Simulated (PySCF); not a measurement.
**WBr: from constants to spectrum**

MN15 constants of WBr, ⁶Σ⁺ (sextet), unpaired electrons σ ↑, π ↑↑, δ ↑↑ (W def2-TZVPPD with ECP60, Br def2-TZVPPD; scalar-relativistic core potentials (PySCF 2.14); masses 183.9509 and 78.9183 u):

| Quantity | Value |
| --- | --- |
| ωe | 264.7 cm⁻¹ |
| ωexe | 0.547 cm⁻¹ |
| Be | 0.052606 cm⁻¹ |
| αe | 0.000147 cm⁻¹ |
| D (centrifugal) | 8.31e-09 cm⁻¹ |

Give the vibrational terms G(v) and spacings up to v = 6.

G(v) = ωe(v+½) − ωexe(v+½)².

```
v  G(v) (cm⁻¹)  G(v) − G(v−1)  Bv (cm⁻¹)
0        132.2                   0.05253
1        395.8          263.6    0.05239
2        658.3          262.5    0.05224
3        919.7          261.4    0.05209
4       1180.1          260.3    0.05194
5       1439.3          259.2    0.05180
6       1697.4          258.1    0.05165
```

De is left out where the level can put another filling of the metal’s s and d shells below the measured ground configuration, by anything from nothing to about 1 eV. These are scalar-relativistic numbers at best; spin–orbit coupling would shift them, the dissociation energy most. The state is the lowest single determinant that the PBE0 search found; with open d or f shells the true ground state can be another one.
